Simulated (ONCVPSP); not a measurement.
# Transferability test, ONCV potential for molybdenum

```json
{
  "Element": "molybdenum (Mo)",
  "Generator": "ONCVPSP 4.0.1",
  "Type": "optimised norm-conserving Vanderbilt (ONCV)",
  "Functional": "LDA (Perdew-Wang 92)",
  "Relativity": "scalar-relativistic",
  "Frozen core": "[Kr]",
  "Valence charge": "6",
  "Reference configuration": "4d5 5p1",
  "Partial waves": "s scattering state at 0.25 Ha: rc 3.05 bohr, ncon 4, nbas 8, qcut 2 1/bohr, 2 projectors, debl 1.5 Ha; 5p: rc 3.30 bohr, ncon 5, nbas 10, qcut 3 1/bohr, 2 projectors, debl 2.7 Ha; 4d: rc 1.50 bohr, ncon 4, nbas 8, qcut 6.6 1/bohr, 3 projectors, debl 1.5 Ha",
  "Local potential": "polynomial inside 1.25 bohr (lpopt 3, dvloc0 3 Ha)",
  "Core correction": "Teter function, fcfact 5.5, rcfact 1.8"
}
```

In the s channel the program set the typed energies aside and used 0.050, 1.550 Ha.

Energies are relative to the spin-unpolarised reference configuration 4d5 5p1; without spin polarisation the order of configurations can differ from experiment.

| valence configuration | charge | ΔE all-electron (eV) | error AE − PS (meV) |
| --- | --- | --- | --- |
| 4d5 5s1 5p0 | 0 | -3.241 | +23 |
| 4d5 5p0 | +1 | 3.937 | -48 |
| 4d5 5s0.5 5p0 | +0.5 | -0.382 | +15 |

What are ΔE and the potential's error for 4d4 5p0?

ΔE = 19.638 eV all-electron; the error (AE − PS) is -283 meV.

Note: ghosts flagged at negative energy: s at -0.05 eV (a further GHOST(-) flag falls on a real empty level of the atom); GHOST(+) flagged for p at 54.8 eV. A true bound ghost makes a file unfit for plane-wave use.
